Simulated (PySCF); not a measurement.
## Radial density of Ca²⁺ (calcium, charge +2)

UHF, [Ar], closed-shell 1S. Computed with PySCF 2.14 in Sapporo-DKH3-DZP-2012 (6s5p1d, 26 functions), with the spin-free X2C one-electron Hamiltonian (Gaussian nucleus).

```json
{"r (bohr)": "0.00105", "4πr²ρ (e/bohr)": "0.09573"}
{"r (bohr)": "0.00176", "4πr²ρ (e/bohr)": "0.2449"}
{"r (bohr)": "0.00296", "4πr²ρ (e/bohr)": "0.6253"}
{"r (bohr)": "0.00498", "4πr²ρ (e/bohr)": "1.558"}
{"r (bohr)": "0.00838", "4πr²ρ (e/bohr)": "3.681"}
{"r (bohr)": "0.0141", "4πr²ρ (e/bohr)": "8.024"}
{"r (bohr)": "0.0237", "4πr²ρ (e/bohr)": "15.12"}
{"r (bohr)": "0.0399", "4πr²ρ (e/bohr)": "22.22"}
{"r (bohr)": "0.0671", "4πr²ρ (e/bohr)": "22.43"}
{"r (bohr)": "0.113", "4πr²ρ (e/bohr)": "17.17"}
{"r (bohr)": "0.190", "4πr²ρ (e/bohr)": "21.69"}
{"r (bohr)": "0.319", "4πr²ρ (e/bohr)": "22.17"}
{"r (bohr)": "0.537", "4πr²ρ (e/bohr)": "7.597"}
{"r (bohr)": "0.904", "4πr²ρ (e/bohr)": "7.479"}
{"r (bohr)": "1.52", "4πr²ρ (e/bohr)": "4.457"}
{"r (bohr)": "2.56", "4πr²ρ (e/bohr)": "0.3647"}
{"r (bohr)": "4.30", "4πr²ρ (e/bohr)": "0.001780"}
```

Densities and radii are taken from the X2C orbitals without a picture-change correction, which distorts them close to the nucleus.
